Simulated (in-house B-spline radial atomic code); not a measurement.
Radial electron density of Al⁸⁺, [He] 2s2 2p1. Method: scalar-relativistic (X2C) AM05, spin-polarised, spherical fractional occupations, Fermi nucleus of rms radius 3.061 fm. Calculated with a radial B-spline atomic code at the basis-set limit.

Columns: r (bohr), 4πr²n(r) (electrons per bohr), bar.

```
 0.00444   0.3426 #
 0.00516   0.4512 #
   0.006   0.5931 ##
 0.00699   0.7796 ##
 0.00813    1.018 ###
 0.00945    1.322 ####
   0.011    1.711 #####
  0.0128      2.2 #######
  0.0149     2.81 #########
  0.0173    3.544 ###########
  0.0201    4.431 #############
  0.0234    5.491 #################
  0.0273    6.731 ####################
  0.0317    8.071 ########################
  0.0369    9.528 #############################
  0.0429    10.99 #################################
  0.0499    12.38 #####################################
  0.0581    13.54 #########################################
  0.0676     14.3 ###########################################
  0.0786    14.53 ############################################
  0.0915     14.1 ###########################################
   0.106    13.04 #######################################
   0.124    11.31 ##################################
   0.144    9.329 ############################
   0.168    7.306 ######################
   0.195     5.74 #################
   0.227    4.823 ###############
   0.264    4.676 ##############
   0.307    5.116 ###############
   0.357    5.755 #################
   0.415    6.132 ###################
   0.483    5.907 ##################
   0.562    5.008 ###############
   0.654    3.664 ###########
   0.761    2.271 #######
   0.885    1.172 ####
    1.03   0.4875 #
     1.2   0.1579 
    1.39  0.04094 
    1.62 0.007295 
    1.89 0.0008789
```

On this grid the curve has 2 maxima, near 0.0786, 0.415 bohr.

The 2s down radial function P(r) = rR(r), positive near the nucleus:

| r (bohr) | P |
| --- | --- |
| 0.00154 | 0.04463 |
| 0.00208 | 0.05939 |
| 0.00282 | 0.07914 |
| 0.00381 | 0.1048 |
| 0.00516 | 0.1385 |
| 0.00699 | 0.1819 |
| 0.00945 | 0.2367 |
| 0.0128 | 0.3049 |
| 0.0173 | 0.386 |
| 0.0234 | 0.4781 |
| 0.0317 | 0.574 |
| 0.0429 | 0.6573 |
| 0.0581 | 0.701 |
| 0.0786 | 0.6653 |
| 0.106 | 0.5056 |
| 0.144 | 0.1758 |
| 0.195 | -0.3102 |
| 0.264 | -0.8656 |
| 0.357 | -1.309 |
| 0.483 | -1.434 |
| 0.654 | -1.161 |
| 0.885 | -0.6644 |
| 1.2 | -0.2448 |
| 1.62 | -0.05234 |
